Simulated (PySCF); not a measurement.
A small calculation by hand: chemical shift, span and skew from a shielding tensor

tert-butylthiol (C₄H₁₀S), SMILES CC(C)(C)S. Atoms are numbered in the order given.

```xyz
15

C      0.7205    -0.8373    -1.2561
C      0.0060    -0.3508     0.0000
C      0.7205    -0.8373     1.2561
C     -1.4498    -0.8121     0.0000
S     -0.0761     1.4958     0.0000
H      0.7329    -1.9401    -1.2849
H      0.2182    -0.4708    -2.1630
H      1.7648    -0.4895    -1.2809
H      0.2182    -0.4708     2.1630
H      0.7329    -1.9401     1.2849
H      1.7648    -0.4895     1.2809
H     -1.9828    -0.4501     0.8922
H     -1.9828    -0.4501    -0.8922
H     -1.4910    -1.9129     0.0000
H      1.2587     1.7059     0.0000
```
Charge 0, spin multiplicity 1.

The structure is a stationary point at PBE0-D3(BJ)/def2-SVP. The values are those of a single conformer.

GIAO shieldings from KT2/pcSseg-1 (PySCF), non-relativistic, no solvent. The symmetric part of the tensor of C1 has the principal values 121.4, 129.2, 180.1 ppm. The same nucleus in TMS has σ = 185.1 ppm at this level (PySCF, at its B3LYP-D3(BJ)/def2-TZVP geometry).

Question: Work out the isotropic shielding, the ¹³C shift against TMS, the span and the skew.

Answer: 
σ(iso) = (σ11 + σ22 + σ33)/3 = 143.6 ppm. δ = σ(ref) − σ(iso) = 185.1 − (143.6) = 41.5 ppm.
Span Ω = σ33 − σ11 = 58.7 ppm. Skew κ = 3(σ(iso) − σ22)/Ω = 0.73. Tumbling in solution averages the tensor to δ; in a static solid the shielding alone would spread this spin-1/2 line over Ω.
